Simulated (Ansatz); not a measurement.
One change: `C=[C](Br)[AlH][CH3]` becomes `B[C](=C)[AlH][CH3]`.

Ansatz, PBE0-D4/def2-TZVP geometries, multiplicity 1. Each molecule was computed in one conformer, which needn't be the lowest.

Scalar relativity is left out up to krypton. Spin–orbit coupling is left out; it splits and shifts lone-pair levels of the heavy atoms by tenths of an eV.

| property | `C=[C](Br)[AlH][CH3]` |
| --- | --- |
| LUMO energy (B3LYP/def2-TZVPP) / eV | -1.88 |
| size of the dipole moment (ωB97M-V/def2-TZVPP) / D | 2.34 |
| LUMO energy (PBE0/def2-TZVPP) / eV | -1.68 |
| HOMO–LUMO gap (B3LYP/def2-TZVPP) / eV | 5.20 |
| HOMO energy (ωB97M-V/def2-TZVPP) / eV | -9.48 |
| HOMO energy (B3LYP/def2-TZVPP) / eV | -7.08 |

Q: Give the same properties after the change, and the shifts. (Best estimate.)

A: The calculation gave: 
```csv
property,`B[C](=C)[AlH][CH3]`,shift
LUMO energy (B3LYP/def2-TZVPP) / eV,-2.39,-0.51
size of the dipole moment (ωB97M-V/def2-TZVPP) / D,0.56,-1.78
LUMO energy (PBE0/def2-TZVPP) / eV,-2.19,-0.51
HOMO–LUMO gap (B3LYP/def2-TZVPP) / eV,4.91,-0.29
HOMO energy (ωB97M-V/def2-TZVPP) / eV,-9.68,-0.20
HOMO energy (B3LYP/def2-TZVPP) / eV,-7.30,-0.22
```

With PBE0 the HOMO falls by 0.16 eV and the LUMO falls by 0.51 eV, so the gap narrows by about 0.35 eV. PBE moves the HOMO by -0.04 eV and ωB97M-V by -0.20 eV. Dipoles are sizes alone; their direction can turn.

B3LYP here is the variant with VWN-RPA as its local correlation; programs differ in this.
